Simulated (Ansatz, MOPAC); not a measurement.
Torsion H4–S1–Pb2–I3 in HIPbS (SMILES [SH][Pb][I]); at each angle all else is relaxed with GFN2-xTB, and the levels are single points there.
Geometry at 0° (charge 0, multiplicity 1):
```xyz
4

S     -1.604     0.370    -0.152
Pb     0.683     1.297    -0.685
I      2.296    -0.615     0.417
H     -1.300    -0.743     0.490
```

On the grid 0° to 330°, 270° is the highest and 0° the lowest point at CCSD(T)/CBS(def2-TZVPP, def2-QZVPP).

The state reached by AM1 isn't checked.

The values were computed with Ansatz (an electronic-structure program); MOPAC for AM1 (differences of heats of formation).  In def2 rows elements past Kr take small-core potentials, without spin–orbit coupling.

One of these levels gives 24.3 kJ/mol for the energy at 270° less that at 0°. Name it.
(A) r2SCAN/def2-TZVPP
(B) AM1
(C) HF/def2-SVP

B, AM1. The others give 28.0 (HF/def2-SVP), 31.6 (r2SCAN/def2-TZVPP)
